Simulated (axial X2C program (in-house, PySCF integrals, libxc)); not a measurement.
# NaNb⁺: cheaper levels and CCSD(T), 2c

All values were computed with an axial X2C code built on PySCF integrals. Two-component (2c) means X2C with spin–orbit coupling and atomic mean-field two-electron Coulomb and Gaunt terms. Basis: Nb dyall-cv3z [11s12p9d5f3g], Na dyall-cv3z [9s8p5d2f] (cores contracted in-house); Gaussian nuclei, density fitting, unrestricted open shells. Masses: Nb 92.906 u, Na 22.990 u.

State: Ω = 1/2 (⟨Sz⟩ = 2.50, ⟨Lz⟩ = -2.00 at HF); fragments Nb + Na+.

```tsv
level	Re (Å)	ωe (cm⁻¹)
PBE0	3.261	122.9
HF	3.345	122.1
MP2	3.304	126.5
CCSD	3.312	125.6
B3LYP	3.275	120.2
```

Correlated methods: 5 electrons correlated (number of frozen shells: Nb 4 s, 3 p, 1 d; Na 2 s, 1 p), 317 virtual spin orbitals or spinors in MP2, 42 natural virtuals in coupled cluster.

CCSD(T), same Hamiltonian and basis:

Re = 3.312 Å, ωe = 125.7 cm⁻¹; T1 = 0.020 (Lee–Taylor normalisation).

(1) Give the differences from CCSD(T) in the columns below.

Occupations by symmetry block were frozen at the best pattern of an incomplete PBE0 search. De is not given where an atomic determinant may have missed its ground term or J level, or where the truncated virtual space spoils (T). Density functionals use the spin component along the axis (collinear). Coupled cluster ran in a truncated set of natural virtual spinors; the MP2 energy of the rest was added. (T) has no such correction and the atoms are truncated less, which lowers De at CCSD(T) by a hundredth of an eV or more. Other states lie close and PBE0, whose exact exchange favours high spin, may order them wrongly; the determinant shown need not be the ground state. The nearest other 2c determinant of the search, Ω = 5/2, lies 0.09 eV up at the distance of the search. Without a current term, density functionals place determinants with orbital angular momentum somewhat too high. The atomic limit has a lower orbital projection than the molecule and lies lower at mean-field level, so De may be about a tenth of an eV too small. With several unpaired electrons one determinant need not be a pure state. The outer-core s and p shells of the metal are frozen in the correlated rows, which leaves out core–valence correlation; for alkali and alkaline-earth bonds that tends to lengthen them. With the outer-core shells frozen, correlated bond lengths of heavy atoms tend to come out a few hundredths of an ångström too long.

Results:

(1) 

| level | ΔRe (Å) | Δωe (cm⁻¹) |
| --- | --- | --- |
| PBE0 | -0.051 | -2.8 |
| HF | 0.033 | -3.6 |
| MP2 | -0.008 | 0.8 |
| CCSD | 0.000 | -0.1 |
| B3LYP | -0.037 | -5.5 |
